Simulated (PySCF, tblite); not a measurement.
Isomers of C2H12NSi3 (doublet state). Method: GFN2-xTB as coded in tblite; computed harmonic values from a numerical Hessian at the method's own geometry, unscaled. This tight-binding method is rough: wavenumbers can miss measured ones by several per cent, in bad cases by 10 to 20. Modes of hydrogen on silicon can be 10 to 20 % off. One conformer each. Open shells enter through the occupations alone, without spin polarisation, and single modes of such species can be off by tens of per cent.

Electronic energies: B3LYP/pcH-1 single points on the GFN2-xTB geometries (PySCF, gas phase).

| SMILES | electronic energy, lowest = 0 (kJ/mol) |
| --- | --- |
| CN[SiH][SiH2]C[SiH3] | 0.0 |
| CN[SiH2][SiH]C[SiH3] | 16.9 |
| C[N][SiH2][SiH2]C[SiH3] | 73.5 |

How do GFN2-xTB zero-point energies change the relative energies?

```
                 SMILES  ZPE (kJ/mol)  of it from modes above 1550 cm⁻¹  electronic (kJ/mol)  with ZPE, lowest = 0 (kJ/mol)  lowest mode (cm⁻¹)  rings
   CN[SiH][SiH2]C[SiH3]         335.6                             187.1                  0.0                            0.0                  48      0
   CN[SiH2][SiH]C[SiH3]         335.2                             186.5                 16.9                           16.5                  15      0
C[N][SiH2][SiH2]C[SiH3]         323.5                             180.3                 73.5                           61.4                  22      0
```

The zero-point energies span 12.1 kJ/mol, from `C[N][SiH2][SiH2]C[SiH3]` to `CN[SiH][SiH2]C[SiH3]`. The order is unchanged.

And how do the electronic energies of GFN2-xTB itself compare?

`CN[SiH][SiH2]C[SiH3]` 0.0; `CN[SiH2][SiH]C[SiH3]` 3.7; `C[N][SiH2][SiH2]C[SiH3]` 16.4 kJ/mol, lowest = 0. Against the energies above, taken from the same isomer `CN[SiH][SiH2]C[SiH3]`, the largest difference is 57.1 kJ/mol.
